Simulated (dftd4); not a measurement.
C4HCoO4, singlet, at a GFN2-xTB geometry (such geometries of metal compounds can be far from the true shape).

Here is a job for dftd4.
```
$ dftd4 mol.xyz --func wb97x --charge 0 --json dftd4.json --noedisp --property

# file mol.xyz
10

Co     0.16866841    -0.21594632     0.06853971
O      2.11576714     0.29848456    -2.06833429
C      1.35421924     0.10880843    -1.24378571
O      0.72658796     0.75338840     2.78353125
C      0.50304980     0.38753436     1.72901993
O     -1.56131369     1.99895132    -0.63445186
C     -0.88158165     1.12868977    -0.35823750
O     -1.88689263    -2.27515241    -0.32693741
C     -1.09826619    -1.46809481    -0.17680757
H      1.02823552    -1.31645086     0.41783143
```

Q: What is the computed partial charges in atom order (D4 for wb97x run with dftd4)?

A: Co1 0.38, O2 -0.23, C3 0.10, O4 -0.23, C5 0.10, O6 -0.22, C7 0.12, O8 -0.23, C9 0.10, H10 0.10

Q: Predict the dispersion energy from D4 for wb97x.

A: -15.43 kcal/mol
